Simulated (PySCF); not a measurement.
Compound: C7H15NOSi.
Structure used (PBE0-D3(BJ)/def2-SVP), in Å, numbered top down from 1:
```
atom  x, y, z in Å
C1     4.2895    0.6364    0.3705
C2     3.2094    1.2067    0.9145
O3     1.9230    0.9073    0.6686
Si4    1.3120   -0.1771   -0.4825
N5    -0.3963   -0.0813   -0.4757
C6    -1.0844    1.1262   -0.9299
C7    -2.2133    1.3060    0.0773
C8    -2.6054   -0.1359    0.3637
C9    -1.2656   -0.8805    0.4055
C10   -1.3710   -2.3339   -0.0248
H11    5.2826    0.9806    0.6623
H12    4.2274   -0.1706   -0.3648
H13    3.3078    2.0115    1.6529
H14    1.7349   -1.5574   -0.1159
H15    1.8639    0.2399   -1.8029
H16   -0.4075    1.9955   -0.9587
H17   -1.4948    0.9976   -1.9505
H18   -1.8249    1.7859    0.9903
H19   -3.0407    1.9209   -0.3064
H20   -3.1820   -0.2680    1.2908
H21   -3.2172   -0.5295   -0.4663
H22   -0.8810   -0.8495    1.4441
H23   -0.3970   -2.8426    0.0313
H24   -1.7299   -2.3981   -1.0638
H25   -2.0726   -2.8823    0.6236
```

Computed at PBE0/pcSseg-1 (PySCF, non-relativistic), with Q(17O) = −0.0256 b, Q(14N) = 0.02044 b: O3, 17O (I = 5/2): χzz = -9.385 MHz, η = 0.123; N5, 14N (I = 1): χzz = -5.357 MHz, η = 0.387.

**Question.** Where would the pure quadrupole (NQR) lines of 17O at O3 fall for the rigid, isolated species?

**Answer.** From the eigenvalues of H = χ/[4I(2I − 1)] × [3Iz² − I(I + 1) + η(Ix² − Iy²)], steps between neighbouring levels, labelled as for η = 0: ±1/2↔±3/2 1.431 MHz, ±3/2↔±5/2 2.807 MHz (silyl ether oxygen).

**Question.** Find the zero-field quadrupole resonance frequencies of 14N at N5.

**Answer.** From ν± = (3/4)|χ|(1 ± η/3) and ν0 = |χ|η/2: ν+ 4.536 MHz, ν− 3.499 MHz, ν0 1.036 MHz (silicon-bound nitrogen).

In a crystal, neighbours and librations shift these lines. With a basis this small, the couplings can be 20 % off.

One conformer stands for the species.
